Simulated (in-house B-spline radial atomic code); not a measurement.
How numerical settings move a run on I⁺, [Kr] 4d10 5s2 5p4. Computed with an all-electron radial atomic-structure program (B-spline basis): scalar-relativistic (X2C) revTPSS, spherical fractional occupations, Fermi nucleus of rms radius 4.75 fm.

Command:
```bash
python run_scf.py task.json out
```
Settings of the sound reference run:
```
Z                53
electrons        52
configuration    [Kr] 4d10 5s2 5p4
hamiltonian      x2c
method           revtpss,revtpss
spin_polarised   False
nucleus          fermi
rms_radius       4.75
mass_number      127
atomic_mass      126.9045
speed_of_light   137.036
knot_spacing     0.22
spline_order     8
gauss_points     12
box_radius       35.29
max_iterations   70
damping          0.5
damped_steps     3
diis_vectors     10
tolerance        1e-08
start            Thomas-Fermi
```

Cost of the run: 0.19 s on 1 thread of Intel(R) Xeon(R) 6975P-C, on a shared host.

It converges in 8 iterations to -7113.864126 hartree, with 5p at -15.4555 eV. The other runs change the listed settings, some to values that make no sense; their results aren't properties of the atom or ion. Radii are in bohr (the nuclear one in fm), a minus after a letter asks for a j subshell, and «unchanged» means within 1e-8 hartree. The run stops when the residual is below 10 × tolerance × max(1, Z/10), or a noise floor if that is larger, and the energy moves by less than 1e-8 × √|E| hartree; so very loose and very tight tolerances often act alike.

| changed settings | outcome |
| --- | --- |
| damping = 0 | converged in 7 iterations, energy unchanged, 5p level +2.2e-05 eV |
| knot_spacing = 0.1, box_radius = 3.53, max_iterations = 100, damped_steps = 0 | converged in 7 iterations, energy +6.85e-01 hartree from the reference, 5p level +8.0e+00 eV (the program warns: 5p reaches the box edge; 4p reaches the box edge) |
| damping = 0.8 | converged in 9 iterations, energy unchanged, 5p level +1.1e-05 eV |
| hamiltonian = dirac, method = hf, speed_of_light = 47.71593 | converged in 10 iterations to -8624.0720 hartree, a different physical problem |
| first_knot = 1.89e-05 | converged in 8 iterations, energy +1.59e-05 hartree from the reference, 5p level -7.8e-05 eV |
| max_iterations = 2 | not converged after 2 iterations, last residual 2.2e-03, last energy +1.01e-04 hartree from the reference |
| electrons = 53, configuration = [Kr] 4d10 5s2 5p4 6p-1, max_iterations = 50 | stopped with error: j subshells need the Dirac Hamiltonian and l > 0 |
| max_iterations = 3 | not converged after 3 iterations, last residual 7.3e-04, last energy +1.16e-06 hartree from the reference |
| max_iterations = 12 | converged in 8 iterations, energy unchanged |
| first_knot = 0.00189 | converged in 8 iterations, energy -4.43e-03 hartree from the reference, 5p level -1.0e-04 eV |
| first_knot = 0.0189 | converged in 8 iterations, energy +5.60e-01 hartree from the reference, 5p level -1.4e-04 eV |
| first_knot = 0.000189 | converged in 8 iterations, energy +1.98e-04 hartree from the reference, 5p level +3.7e-04 eV |
| gauss_points = 3, first_knot = 1.89e-05, max_iterations = 50 | converged in 12 iterations, energy +7.62e+01 hartree from the reference, 5p level -3.5e-01 eV (the program warns: states collapsed into the nucleus by a negative tau potential were left out of the aufbau) |
| first_knot = 0.00566 | converged in 8 iterations, energy -1.47e-01 hartree from the reference, 5p level +4.4e-05 eV |
| electrons = 55, configuration = [Kr] 4d10 5s2 5p7, max_iterations = 75 | stopped with error: shell 5p holds at most 6 electrons |

Problem. What happens with gauss_points = 8, max_iterations = 8?

Solution. Converged in 8 iterations, energy -1.50e-08 hartree from the reference.

Problem. What happens with knot_spacing = 0.75, spline_order = 7, first_knot = 0.00189, max_iterations = 50?

Solution. Converged in 8 iterations, energy +1.19e+01 hartree from the reference, 5p level -7.1e-02 eV.

Problem. What happens with first_knot = 1.89e-06?

Solution. Converged in 7 iterations, energy +5.19e-06 hartree from the reference, 5p level +3.3e-04 eV.

Problem. What happens with gauss_points = 5, max_iterations = 12?

Solution. Converged in 8 iterations, energy +2.04e-07 hartree from the reference, 5p level +5.5e-07 eV.
